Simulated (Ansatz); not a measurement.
Reaction (formal exchange of groups at the Si–In bond): `[CH3][In]([CH3])[SiH3]` + `C1=CN1` → `[SiH3]C1=CN1` + `[CH3][InH][CH3]`

Program: Ansatz. Geometries: PBE0-D4/def2-TZVP. ΔE: electronic, gas phase. CCSD(T)/CBS is the MP2 limit (def2-TZVPP, def2-QZVPP) plus CCSD(T) − MP2 in def2-TZVPP, frozen cores. Functionals use def2-TZVPP. B3LYP here is the variant with VWN-RPA as its local correlation; programs differ in this. HSE06 is defined as in plane-wave codes. Elements past krypton have def2 core potentials. For In outer-core shells are correlated without core-valence functions, which leaves a few kJ/mol of doubt a bond.

`[CH3][In]([CH3])[SiH3]`:

```xyz
13

C     1.903   -0.338    1.123
In    0.107   -0.066   -0.051
C    -0.104   -1.269   -1.836
Si   -1.741    1.587    0.681
H     1.983    0.393    1.928
H     1.903   -1.340    1.559
H     2.783   -0.259    0.481
H    -0.964   -0.968   -2.435
H    -0.226   -2.318   -1.553
H     0.799   -1.195   -2.445
H    -1.209    2.739    1.464
H    -2.730    0.889    1.555
H    -2.503    2.147   -0.472
```

`C1=CN1`:

```xyz
6

C    -0.118    0.737    0.022
C     0.364   -0.261   -0.598
N     0.118   -0.482    0.868
H    -0.409    1.761    0.162
H     0.820   -0.783   -1.417
H    -0.775   -0.972    0.963
```

`[SiH3]C1=CN1`:

Cartesian coordinates in Å:
```
Si 1.457 0.154 -0.256
C -0.356 0.041 -0.043
C -1.603 0.299 -0.162
N -1.398 -1.015 0.431
H 2.105 0.148 1.081
H 1.779 1.414 -0.969
H 1.936 -1.018 -1.030
H -2.431 0.901 -0.498
H -1.491 -0.923 1.446
```

`[CH3][InH][CH3]`:

```xyz
10

C    -1.023    0.399    1.523
In   -0.619   -0.028   -0.555
C     1.422   -0.379   -1.166
H    -0.713   -0.447    2.141
H    -0.444    1.268    1.845
H    -2.081    0.595    1.702
H    -1.911   -0.090   -1.712
H     1.498   -0.591   -2.233
H     1.837   -1.223   -0.609
H     2.034    0.496   -0.936
```

```
             level  ΔE (kJ/mol)  difference from CCSD(T)/CBS
       LDA (SPW92)          5.1                          2.2
            PBE-D4          7.1                          4.2
         revPBE-D4          2.6                         -0.3
           BLYP-D4         -2.1                         -5.0
         r2SCAN-D4         -0.7                         -3.6
            B97M-V         -8.7                        -11.6
        r2SCAN0-D4          1.5                         -1.4
          HSE06-D4          6.7                          3.8
          BHLYP-D4         -1.6                         -4.5
      CAM-B3LYP-D4         -3.5                         -6.4
           ωB97M-V         -0.4                         -3.3
            B2PLYP         -1.7                         -4.6
          PBE-QIDH          2.5                         -0.4
               PBE          7.7                          4.8
            revPBE          7.7                          4.8
              BLYP          0.4                         -2.5
            r2SCAN         -0.7                         -3.6
              PBE0          6.9                          4.0
             B3LYP          0.0                         -2.9
           r2SCANh          0.2                         -2.7
           r2SCAN0          1.4                         -1.5
             HSE06          6.8                          3.9
             BHLYP         -2.8                         -5.7
         CAM-B3LYP         -3.5                         -6.4
           LC-ωPBE          2.8                         -0.1
RPA@PBE/def2-TZVPP          0.2                         -2.7
       HF/def2-SVP         -2.3                         -5.2
      MP2/def2-SVP         -2.3                         -5.2
     CCSD/def2-SVP          5.4                          2.5
  CCSD(T)/def2-SVP          4.2                          1.3
     HF/def2-TZVPP         -8.2                        -11.1
SCS-MP2/def2-TZVPP         -4.3                         -7.2
   CCSD/def2-TZVPP          1.8                         -1.1
CCSD(T)/def2-TZVPP          1.6                         -1.3
     HF/def2-QZVPP         -9.1                        -12.0
    MP2/def2-QZVPP         -1.7                         -4.6
SCS-MP2/def2-QZVPP         -4.1                         -7.0
      HF/CBS(def2)         -9.3                        -12.2
     MP2/CBS(def2)         -0.8                         -3.7
    CCSD/CBS(def2)          3.1                          0.2
       CCSD(T)/CBS          2.9                            0
```

Largest T1 diagnostic among the species: 0.012.

Leaving LDA and LC-ωPBE aside and taking each functional with its dispersion term where it has one, the values spread over 15.8 kJ/mol, from B97M-V to PBE-D4. From BLYP to BHLYP (50 % exact exchange), in def2-TZVPP and without D4, ΔE moves by −3.2 kJ/mol. In def2-TZVPP, CCSD(T) changes the Hartree–Fock value by +9.7 kJ/mol (the triples alone add −0.2 kJ/mol) and MP2 by +6.1 kJ/mol.

CCSD(T)/CBS has its own doubt, a few kJ/mol and more with outer-core shells, so smaller differences from it don't rank the levels.
